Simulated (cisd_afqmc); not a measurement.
Input (AFQMC/CISD/cc-pVDZ; cisd_afqmc is a phaseless AFQMC code with CISD trial states that reads the integrals written by Ansatz):

Ansatz 0.2 input:
```python
import cisd_afqmc

open("ham.yaml", "w").write("""\
crystal:
  periodic: [false, false, false]
  atoms:
    - {symbol: Br, position_ang: [-0.00000000, -0.00000000, -0.04054719]}
    - {symbol: H, position_ang: [0.00000000, 0.00000000, 1.41915152]}
basis:
  gaussian:
    orbitals: cc-pVDZ
total_charge: 1
magnetization: {spin_polarized: true, initial_magnetization: 1}
correlation: {method: ccsd, electrons: outside_noble_gas, hamiltonian_folder: ham}
""")
rep = cisd_afqmc.ansatz("ham.yaml")
e_ccsd = rep["correlation"]["coupled_cluster"]["energy"]["hartree"]
out = cisd_afqmc.run("ham", e_ccsd, trial="CISD", walkers=200, populations=8, threads=8, dt=0.005, steps=40, early=24, settle=10, least=32,
    cut=5e-5, rank_cut=2e-4, target=0.0004, seconds=1500, seed=1, memory=17280, gpu=False)
```

Output:

```
orbitals 18, occupied [4, 3], factors 84 of 361, rank of the doubles 70 of 101
E(HF) = -2572.576334
E(CCSD) on the cut factors = -2572.694778, shift to the whole factors -0.000003
Energy of the trial state on the determinant = -2572.694709
  tau behind 7.2 of longer steps, mean of the populations' last blocks
   2.0  -2572.69706
   4.0  -2572.69708
   6.0  -2572.69682
   8.0  -2572.69716
blocks 295 (1 outliers left out), error by blocks joined: 1: 0.00004, 2: 0.00005, 4: 0.00006, 8: 0.00007, 16: 0.00008
E(AFQMC/CISD) = -2572.69702 +/- 0.00008
```
